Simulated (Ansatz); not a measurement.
Ansatz (a program for electronic structure) input (LC-wPBE/def2-TZVPD):

Ansatz 0.2 input:
```yaml
crystal:
  periodic: [false, false, false]
  atoms:
    - {symbol: Si, position_ang: [1.53134143, -0.27859704, 0.40441840]}
    - {symbol: N, position_ang: [0.09760270, 0.00055726, -0.78035656]}
    - {symbol: Si, position_ang: [-1.58382354, 0.27829740, 0.01518840]}
    - {symbol: H, position_ang: [2.72978987, -0.19409673, -0.43929995]}
    - {symbol: H, position_ang: [1.38139446, 0.81744690, 1.37018876]}
    - {symbol: H, position_ang: [1.25183386, -1.61148860, 0.95129658]}
    - {symbol: H, position_ang: [0.03898554, -0.79850976, -1.41703066]}
    - {symbol: H, position_ang: [-1.67616824, -0.81912990, 0.98659697]}
    - {symbol: H, position_ang: [-2.53753414, 0.19519441, -1.09782984]}
    - {symbol: H, position_ang: [-1.44785458, 1.61036943, 0.61593516]}
    - {symbol: H, position_ang: [0.31108382, 0.80050845, -1.38185624]}
basis:
  gaussian:
    orbitals: def2-TZVPD
hamiltonian:
  xc: {name: LC-wPBE}
total_charge: 1
output: {forces: true}
```

Output:

```
Functional definition: LC-wPBE
integrals: 0.14 GiB planned
1137 factors; their error is unknown
integrals: 0.18 GiB planned
624 factors; integrals over basis functions are off by at most 8.2e-6 eV
mean field: 1.21 GiB planned
mean field evaluation 1: about -17358.7079 eV, gradient 6.0e1 eV
mean field evaluation 2: about -17359.2465 eV, gradient 5.5e1 eV
mean field evaluation 4: about -17365.0475 eV, gradient 6.1e-1 eV
mean field evaluation 8: about -17365.0246 eV, gradient 3.0e-1 eV
mean field evaluation 16: about -17365.0247 eV, gradient 4.2e-5 eV
mean field -17365.02468067 eV, -638.1528865781 hartree, gradient 4.2e-5 eV, S^2 0.000000; 0 other end points of the search recorded, 0 dependent functions left out
the calculation of the forces begins
reference -17365.02468068 eV, -638.1528865784 hartree; 21, 21 occupied and 174, 174 virtual orbitals, 1137 factors
Total energy: -17365.02468068 eV, -638.1528865784 hartree
Atom 0 at     1.531341    -0.278597     0.404418 Å, force    -0.225617     0.042951    -0.142864 eV/Å
Atom 1 at     0.097603     0.000557    -0.780357 Å, force    -0.011859    -0.000068     0.094817 eV/Å
Atom 2 at    -1.583824     0.278297     0.015188 Å, force     0.253861    -0.042790    -0.082955 eV/Å
Atom 3 at     2.729790    -0.194097    -0.439300 Å, force     0.014292     0.001341    -0.016843 eV/Å
Atom 4 at     1.381394     0.817447     1.370189 Å, force     0.002138     0.025358     0.026450 eV/Å
Atom 5 at     1.251834    -1.611489     0.951297 Å, force     0.000529    -0.032049     0.011980 eV/Å
Atom 6 at     0.038986    -0.798510    -1.417031 Å, force    -0.001267     0.028282     0.046919 eV/Å
Atom 7 at    -1.676168    -0.819130     0.986597 Å, force    -0.008582    -0.025394     0.025073 eV/Å
Atom 8 at    -2.537534     0.195194    -1.097830 Å, force    -0.009703    -0.001315    -0.019847 eV/Å
Atom 9 at    -1.447855     1.610369     0.615935 Å, force    -0.003469     0.032032     0.011526 eV/Å
Atom 10 at     0.311084     0.800508    -1.381856 Å, force    -0.010323    -0.028348     0.045746 eV/Å
Dipole moment:     0.046163     0.000264    -0.369083 e Å
```

It need not be the lowest isomer of its formula.
